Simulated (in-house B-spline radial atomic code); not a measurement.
How numerical settings move a run on Lu IV (Lu3+), [Xe] 4f14. Computed with an all-electron radial atomic-structure program (B-spline basis): Dirac-Kohn-Sham PBE, spherical fractional occupations, Fermi nucleus of rms radius 5.37 fm.

Command:
```bash
python run_scf.py task.json out
```
Settings of the sound reference run:
```
Z                71
electrons        68
configuration    [Xe] 4f14
hamiltonian      dirac
method           pbe,pbe
spin_polarised   False
nucleus          fermi
rms_radius       5.37
mass_number      175
atomic_mass      174.9408
speed_of_light   137.036
knot_spacing     0.22
spline_order     8
gauss_points     12
box_radius       16.22
max_iterations   70
damping          0.5
damped_steps     3
diis_vectors     10
tolerance        1e-08
start            Thomas-Fermi
```

Cost of the run: 1.8 s on 1 thread of Intel(R) Xeon(R) Platinum 8259CL CPU @ 2.50GHz, with other jobs on the host.

It converges in 10 iterations to -14577.707408 hartree, with 4f7/2 at -35.4701 eV. The other runs change the listed settings, some to values that make no sense; their results aren't properties of the atom or ion. Radii are in bohr (the nuclear one in fm), a minus after a letter asks for a j subshell, and «unchanged» means within 1e-8 hartree. The run stops when the residual is below 10 × tolerance × max(1, Z/10), or a noise floor if that is larger, and the energy moves by less than 1e-8 × √|E| hartree; so very loose and very tight tolerances often act alike.

| changed settings | outcome |
| --- | --- |
| damped_steps = 8 | converged in 13 iterations, energy unchanged, 4f7/2 level +1.0e-05 eV |
| spline_order = 3 | converged in 9 iterations, energy +5.17e-01 hartree from the reference, 4f7/2 level -7.4e-02 eV |
| box_radius = 1.62 | converged in 9 iterations, energy +1.71e+01 hartree from the reference, 4f7/2 level +6.2e+01 eV (the program warns: 4f7/2 has a positive eigenvalue: unbound, held by the box; 5p1/2 has a positive eigenvalue: unbound, held by the box) |
| spline_order = 5 | converged in 10 iterations, energy +3.64e-04 hartree from the reference, 4f7/2 level -9.2e-05 eV |
| knot_spacing = 0.3, max_iterations = 100, damped_steps = 8, diis_vectors = 1 | not converged after 100 iterations, last residual 5.8e+00, last energy +5.67e+02 hartree from the reference |
| spline_order = 10 | converged in 10 iterations, energy +4.57e-07 hartree from the reference, 4f7/2 level -8.6e-06 eV |
| spline_order = 6 | converged in 10 iterations, energy +2.45e-05 hartree from the reference, 4f7/2 level +1.4e-06 eV |
| box_radius = 2.43 | converged in 9 iterations, energy +1.30e+00 hartree from the reference, 4f7/2 level +1.1e+01 eV (the program warns: 4f7/2 reaches the box edge; 4p3/2 reaches the box edge) |
| box_radius = 0.97 | converged in 8 iterations, energy +2.06e+02 hartree from the reference, 4f7/2 level +3.2e+02 eV (the program warns: 4f7/2 has a positive eigenvalue: unbound, held by the box; 4d3/2 has a positive eigenvalue: unbound, held by the box) |
| spline_order = 4 | converged in 10 iterations, energy +1.04e-02 hartree from the reference, 4f7/2 level -2.0e-03 eV |
| box_radius = 64.88 | converged in 10 iterations, energy unchanged, 4f7/2 level +4.0e-07 eV |
| box_radius = 32.44 | converged in 10 iterations, energy unchanged, 4f7/2 level +3.7e-07 eV |
| damped_steps = 0 | converged in 8 iterations, energy unchanged, 4f7/2 level +9.6e-07 eV |
| damped_steps = 30 | converged in 28 iterations, energy unchanged, 4f7/2 level -9.8e-05 eV |
| box_radius = 4.87 | converged in 10 iterations, energy +7.15e-04 hartree from the reference, 4f7/2 level +3.2e-02 eV (the program warns: 4f7/2 reaches the box edge; 5s1/2 reaches the box edge) |
| knot_spacing = 2, max_iterations = 50, start = bare nucleus | converged in 9 iterations, energy +2.10e+03 hartree from the reference, 4f7/2 level -2.2e+02 eV (the program warns: 4f7/2 reaches the box edge; 1s1/2 reaches the box edge) |
| box_radius = 0.65 | converged in 8 iterations, energy +1.03e+03 hartree from the reference, 4f7/2 level +9.6e+02 eV (the program warns: 4f7/2 has a positive eigenvalue: unbound, held by the box; 4s1/2 has a positive eigenvalue: unbound, held by the box) |
| box_radius = 32.44, first_knot = 0.00141, max_iterations = 100 | converged in 10 iterations, energy -5.11e-01 hartree from the reference, 4f7/2 level +5.7e-04 eV |

(1) What happens with box_radius = 8.11?

(2) What happens with electrons = 69, configuration = [Kr] 4d10 4f14 5s2 5p7, max_iterations = 50?

(3) What happens with spline_order = 7?

(4) What happens with box_radius = 3.24?

Results:

(1) Converged in 10 iterations, energy +3.10e-08 hartree from the reference, 4f7/2 level +4.9e-06 eV.

(2) Stopped with error: shell 5p holds at most 6 electrons.

(3) Converged in 10 iterations, energy +2.66e-06 hartree from the reference, 4f7/2 level -1.3e-05 eV.

(4) Converged in 9 iterations, energy +1.11e-01 hartree from the reference, 4f7/2 level +1.8e+00 eV (the program warns: 4f7/2 reaches the box edge; 5s1/2 reaches the box edge).
